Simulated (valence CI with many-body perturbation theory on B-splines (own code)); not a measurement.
Ga18+: key properties

Level of theory: relativistic CI+MBPT: three valence electrons over a frozen Dirac-Fock core [Ne], a basis of 11 s, 11 p, 9 d, 7 f, 5 g, 2 h, 1 i functions for each j, with the one-electron correlation potential Σ1 (screened to all orders), the two-electron term Σ2, the three-electron term Σ3, Breit, model QED; selected single and double excitations, second order for the rest (own B-spline code, finite nucleus).

No measured spectrum was set against this ion. As an estimate, levels of excited configurations hold to 0.05 to 0.15 % of their energy, terms of the ground configuration to about 0.5 %.

Names give the largest LS component (configuration and term), which can be under half, so a name can repeat, a term be missing and a line seem to break the LS rules; names also repeat where a configuration has a term twice.

Rates and lifetimes use the calculated energies. Strong lines usually hold to 10 to 20 %, long lifetimes can be off by a factor of two.

(1) What is the ground level?

(2) What are the static dipole polarisabilities of the lowest levels?

(3) Where does the other parity begin?

(4) How well does LS coupling describe the low levels?

(5) What is the ionisation energy?

## Answers

(1) 3s2 3p 2P°_1/2, composition 98 % 3s2 3p 2P°, g = 0.664.

(2) 3s2 3p 2P°_1/2 0.146; 3s2 3p 2P°_3/2 0.149 (tensor 0.015) bohr³, of which the core gives 0.00242.

(3) At 3s 3p2 4P_1/2, 313770 cm⁻¹.

(4) Among the lowest 20 levels the leading LS term, summed over configurations, holds 90 % on average. For single configurations the figures are 82 % in LS and 71 % in jj coupling. Terms mix most in the J = 1/2 level at 501470 cm⁻¹, where the leading one holds 50 %.

(5) 681.9 eV; NIST lists 677 ± 3 eV (semi-empirical).
